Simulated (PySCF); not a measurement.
## Polarisability and C₆ of Ir (iridium, neutral)

[Xe] 4f14 5d7 6s2, high-spin 4F determinant. All numbers are calculated (PySCF 2.14, scalar relativity through the core potential, in aug-cc-pVTZ-PP with ECP60MDF). Coupled (time-dependent) response in atomic units; α is the mean over directions.

```csv
method,mean α (bohr³),C₆ (like pair),S(−4)
UHF,64.24,710.2,2187
PBE,48.35,527.5,834.4
PBE0,50.42,551.5,941.5
```

S(−4) is the Cauchy moment in α(ω) = α(0) + S(−4) ω² + …

Reference α: 54 ± 7 bohr³ (recommended; Schwerdtfeger and Nagle, table of static dipole polarizabilities (2023 update)). Published C₆: 522.0 (Gould and Bucko (2016)).

Spin-orbit coupling is absent.

Hartree-Fock lies above the reference because it lacks correlation, which contracts the outer shell.

α(iu) at PBE:

```json
{"u (hartree)": "0", "α(iu) (bohr³)": "48.35"}
{"u (hartree)": "0.0500", "α(iu) (bohr³)": "46.39"}
{"u (hartree)": "0.100", "α(iu) (bohr³)": "41.62"}
{"u (hartree)": "0.200", "α(iu) (bohr³)": "30.83"}
{"u (hartree)": "0.300", "α(iu) (bohr³)": "22.89"}
{"u (hartree)": "0.500", "α(iu) (bohr³)": "14.19"}
{"u (hartree)": "0.750", "α(iu) (bohr³)": "9.183"}
{"u (hartree)": "1.00", "α(iu) (bohr³)": "6.564"}
{"u (hartree)": "1.50", "α(iu) (bohr³)": "3.929"}
{"u (hartree)": "2.00", "α(iu) (bohr³)": "2.642"}
{"u (hartree)": "3.00", "α(iu) (bohr³)": "1.431"}
{"u (hartree)": "5.00", "α(iu) (bohr³)": "0.6062"}
```

A single London oscillator, α(iu) = α/(1 + u²/ω²), gives C₆ = (3/4) ω α². Matching the computed C₆ needs ω = 4 × 527.5 / (3 × 48.35²) = 0.301 hartree.

Energies and moments cover only the electrons outside the core potential. Spin-orbit coupling, absent here, splits the open shell strongly.
